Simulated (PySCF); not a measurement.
**Correlation energy of Co (cobalt, neutral)**

[Ar] 3d7 4s2, high-spin 4F determinant. All numbers are calculated (PySCF 2.14, no relativity, point nucleus, in def2-TZVPPD (6s6p4d2f1g, 67 functions)). Frozen: [Ar]; 9 electrons correlated.

```csv
level,correlation energy (mhartree)
CCSD,-244.79
(T),-7.74
CCSD(T),-252.53
```

Diagnostics: T1 = 0.020, D1 = 0.0601, largest double amplitude 0.075.

Cost of the coupled-cluster step: roughly 7 core-seconds, for 9 correlated electrons.

Iterations:

```
CC2 = 0
CCSD nocc = (np.int64(6), np.int64(3)), nmo = (58, 58)
frozen orbitals [[0, 1, 2, 3, 4, 5, 6, 7, 8], [0, 1, 2, 3, 4, 5, 6, 7, 8]]
max_cycle = 100
direct = 0
conv_tol = 1e-08
conv_tol_normt = 1e-06
diis_space = 8
diis_start_cycle = 0
Init t2, MP2 energy = -0.239938863639462
Init E_corr(UCCSD) = -0.23993886366174
cycle = 1  E_corr(UCCSD) = -0.236854821578951  dE = 0.00308404208  norm(t1,t2) = 0.0759743
cycle = 2  E_corr(UCCSD) = -0.242449838112831  dE = -0.00559501653  norm(t1,t2) = 0.0292471
cycle = 3  E_corr(UCCSD) = -0.243639784052793  dE = -0.00118994594  norm(t1,t2) = 0.0146663
cycle = 4  E_corr(UCCSD) = -0.244731925378201  dE = -0.00109214133  norm(t1,t2) = 0.00520218
cycle = 5  E_corr(UCCSD) = -0.244780672281462  dE = -4.87469033e-05  norm(t1,t2) = 0.00133388
cycle = 6  E_corr(UCCSD) = -0.244775490422542  dE = 5.18185892e-06  norm(t1,t2) = 0.000695499
cycle = 7  E_corr(UCCSD) = -0.244793033006026  dE = -1.75425835e-05  norm(t1,t2) = 0.000335314
cycle = 8  E_corr(UCCSD) = -0.244793679660642  dE = -6.46654616e-07  norm(t1,t2) = 0.000137576
cycle = 9  E_corr(UCCSD) = -0.244791954251218  dE = 1.72540942e-06  norm(t1,t2) = 7.34805e-05
cycle = 10  E_corr(UCCSD) = -0.244792036760532  dE = -8.25093138e-08  norm(t1,t2) = 2.89604e-05
cycle = 11  E_corr(UCCSD) = -0.244792234799683  dE = -1.98039151e-07  norm(t1,t2) = 1.12987e-05
cycle = 12  E_corr(UCCSD) = -0.244791957618792  dE = 2.77180891e-07  norm(t1,t2) = 3.81986e-06
cycle = 13  E_corr(UCCSD) = -0.244791970689938  dE = -1.3071146e-08  norm(t1,t2) = 1.13758e-06
cycle = 14  E_corr(UCCSD) = -0.244791956706389  dE = 1.39835487e-08  norm(t1,t2) = 4.36196e-07
cycle = 15  E_corr(UCCSD) = -0.244791966189535  dE = -9.48314574e-09  norm(t1,t2) = 1.95992e-07
UCCSD converged
E(UCCSD) = -1381.64232723268  E_corr = -0.244791966189535
UCCSD(T) correction = -0.00774099741734814
```
